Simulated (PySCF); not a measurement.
Working with the constants of CsGa⁺

UHF-CCSD(T) constants of CsGa⁺, ²Σ⁺ (doublet), unpaired electrons σ ↑ (Cs def2-SVP with ECP46, Ga def2-SVP; scalar-relativistic core potentials (PySCF 2.14); masses 132.9054 and 68.9256 u):

| Quantity | Value |
| --- | --- |
| ωe | 47.6 cm⁻¹ |
| ωexe | 0.25 cm⁻¹ |
| Be | 0.019646 cm⁻¹ |
| αe | 0.000128 cm⁻¹ |
| De to Cs⁺ + Ga | 0.357 eV |

(1) What force constant and bond length do these constants imply?

(2) Estimate the centrifugal constant D from the Kratzer relation and find the Dunham coefficient a1.

Correlated steps freeze 9 core orbitals. The bond is weak. Basis-set superposition, not corrected here, can be much of De in a small basis, most of all at correlated wavefunction levels. Spin–orbit coupling is left out, which matters for elements this heavy, above all for dissociation energies. For an ion De counts to the pair picked by the measured ionisation energies or electron affinities, which need not be the lowest pair at this level. The state is the lowest determinant that a PBE0 search found; another state may lie lower at other levels.

Answers

(1) Reduced mass μred = 45.387 u; k = 5.8918×10⁻⁷·μred·ωe² (u, cm⁻¹, mdyn/Å) = 0.0606 mdyn/Å; Re = √(16.8576/(μred·Be)) (u, cm⁻¹, Å) = 4.348 Å.

(2) D = 4Be³/ωe² = 1.34e-08 cm⁻¹; a1 = −1 − αeωe/(6Be²) = -3.63.
